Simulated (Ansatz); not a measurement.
Cl3H2InO (`[OH2+][In-]([Cl])([Cl])[Cl]`). Total charge 0; spin multiplicity 1. In takes the def2 core potential.

Z-matrix (Å, degrees):
```
In
Cl 1 2.324
Cl 1 2.303 2 119.3
O 1 2.297 2 91.5 3 108.2
Cl 1 2.325 2 118.1 3 -159.4
H 4 0.965 1 109.7 2 0.3
H 4 0.965 1 109.6 2 117.8
```

Q: What are the harmonic wavenumbers in cm⁻¹ at PBE0-D4/def2-TZVP (Ansatz, finite differences of forces, unscaled)? (Estimate.)

A: Computed: 74, 77, 87, 92, 110, 192, 281, 341, 375, 386, 475, 587, 1621, 3782, 3880.

Q: Is this a minimum?

A: Yes, all 15 modes are real.

Q: Give the ideal-gas thermochemistry at 298.15 K and 1 bar (rigid rotor, harmonic oscillator; point group Cs, symmetry number 1).

A: Zero-point energy 73.9 kJ/mol; H(298) − E = 100.3 kJ/mol; entropy 414.0 J/(mol·K), of which translation 177.2, rotation 124.4, vibration 112.4; G(298) − E = -23.2 kJ/mol. Modes under 100 cm⁻¹ are hindered rotations or soft bends, so the harmonic entropy is rough.
